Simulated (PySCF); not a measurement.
Bismuth: a sound run and one with changed settings

Sound run: Bi [Xe] 4f14 5d10 6s2 6p3, Bi⁺ [Xe] 4f14 5d10 6s2 6p2. All numbers are calculated (PySCF 2.14, scalar relativity through the core potential, in cc-pVDZ-PP with ECP60MDF (4s3p2d, 23 functions)). The sound run starts from symmetry-adapted Hartree-Fock orbitals and uses a fine grid where one is needed.

Changed run: radial step 0.3 in ln r (0.13 in the sound run). This setting is unsound on purpose.

```csv
species,method,sound run (hartree),changed run (hartree),converged
Bi,UHF,-213.59097,-213.59097,yes
Bi,MN15,-214.18002,-214.14304,yes
Bi,r2SCAN,-214.71294,-214.72067,yes
Bi⁺,UHF,-213.28824,-213.28824,yes
Bi⁺,MN15,-213.86147,-213.82582,yes
Bi⁺,r2SCAN,-214.39014,-214.39780,yes
```

Ionisation energy of Bi:

| method | sound run (eV) | changed run (eV) |
| --- | --- | --- |
| UHF | 8.238 | 8.238 |
| MN15 | 8.668 | 8.632 |
| r2SCAN | 8.784 | 8.786 |

A coarse radial grid mis-integrates the density and the exchange-correlation energy, with errors of either sign; Hartree-Fock needs no grid.

For comparison, NIST gives 7.286 eV between the lowest levels.
